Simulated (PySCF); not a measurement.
# GeS2: adding exact exchange

Base calculation in PySCF with density fitting and no spin–orbit coupling, PBE/def2-TZVP (no relativity): singlet, D∞h, Ge–S 2.017 Å (×2); wavenumbers 122 (×2), 469, 643 cm⁻¹; gap between the highest occupied and lowest empty levels 3.46 eV, polar-tensor charge of Ge 0.78 e, atomisation energy (no zero-point energy) 875 kJ/mol.

**Question.** What changes on going to PBE0/def2-TZVP (no relativity)?

**Answer.** The point group stays the same. Changes: mean bond to Ge -0.021 Å, highest wavenumber +30 cm⁻¹, lowest wavenumber +10 cm⁻¹, gap between the highest occupied and lowest empty levels +2.17 eV, polar-tensor charge of Ge +0.11 e, atomisation energy (no zero-point energy) -48 kJ/mol. The new structure has Ge–S 1.996 Å (×2), with wavenumbers 132 (×2), 497, 673 cm⁻¹. Exact exchange shortens and stiffens the bonds and opens the gap, the usual pattern.

Each species is the lowest minimum found with this bonding; other isomers or fragments can lie lower.
